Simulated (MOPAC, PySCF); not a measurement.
H₁₀OSi₅, SMILES `[SiH2]1[SiH2][SiH2]O[SiH2][SiH2]1`, neutral singlet in the gas phase. 

Cartesian coordinates (Å):
```xyz
16

O     -1.2587     1.1521    -0.9097
Si    -2.1541    -0.1016    -0.2751
Si    -0.7210    -1.9240     0.1344
Si     1.1795    -1.0227     1.1771
Si     1.9364     0.6262    -0.3127
Si     0.1086     2.0699    -0.6558
H     -3.2329    -0.4353    -1.2498
H     -2.7862     0.3232     1.0147
H     -1.4032    -2.9588     0.9743
H     -0.3046    -2.5479    -1.1619
H      0.7559    -0.3580     2.4508
H      2.2196    -2.0519     1.4888
H      3.1181     1.3802     0.2136
H      2.3161    -0.0329    -1.6029
H      0.2970     2.9522    -1.8437
H     -0.0706     2.9293     0.5577
```
Charge 0, spin multiplicity 1.

All levels are single points at this geometry (PBE0-D3(BJ)/def2-SVP); Pople sets use spherical d functions. Orbital energies aren't observables, and empty levels follow the basis.

```
level                            HOMO (eV)  LUMO (eV)  gap (eV)  dipole (D)  vertical IE, Delta-SCF (eV)
-------------------------------  ---------  ---------  --------  ----------  ---------------------------
PBE-D3(BJ)/def2-TZVP in PySCF        -6.38      -1.84      4.54        0.33                         8.67
ωB97X-D3(BJ)/def2-TZVP in PySCF      -9.77       0.97     10.73        0.44                         9.55
B3LYP/3-21G in PySCF                 -7.08      -0.48      6.59        0.57                            –
B3LYP/6-311+G** in PySCF             -7.34      -1.18      6.16        0.61                            –
B3LYP/6-31G* in PySCF                -7.16      -0.78      6.39        0.44                         9.31
BP86/6-31G* in PySCF                 -6.34      -1.54      4.80        0.35                            –
HF/6-31G* in PySCF                  -10.09       2.54     12.62        0.57                         9.31
PM6 in MOPAC                         -8.27      -0.97      7.29        0.43                            –
PM7 in MOPAC                         -9.94      -0.40      9.54        1.00                            –
```
